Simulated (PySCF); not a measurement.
## Basis-set dependence of TeF at r²SCAN

PySCF, UKS reference; doublet, unpaired electrons π ↑; De to Te + F without counterpoise correction.

```
             basis                           relativity  functions  Re (Å)  ωe (cm⁻¹)  De (eV)  μ (D)
cc-pVDZ-PP/cc-pVDZ  scalar-relativistic core potentials         37   1.951        619     3.26  -2.22
          def2-SVP  scalar-relativistic core potentials         40   1.947        622     3.32  -2.22
        x2c-SVPall                        spin-free X2C         50   1.942        624     3.33  -2.18
        def2-TZVPP  scalar-relativistic core potentials         81   1.912        621     3.59  -1.99
```

**Question.** How does each smaller set differ from the one with most functions, def2-TZVPP?

**Answer.** cc-pVDZ-PP/cc-pVDZ: +3.9 pm, -0.3 % in ωe, -0.33 eV in De; def2-SVP: +3.5 pm, +0.2 % in ωe, -0.27 eV in De; x2c-SVPall: +3.0 pm, +0.5 % in ωe, -0.26 eV in De. All at r²SCAN; the set with most functions is neither the basis-set limit nor always the best. The rows treat relativity differently, so the differences are not basis effects alone.

A positive dipole means Te(−)F(+). These are scalar-relativistic numbers at best; spin–orbit coupling would shift them, the dissociation energy most. The state was picked by a PBE0 search and need not be the measured ground state.
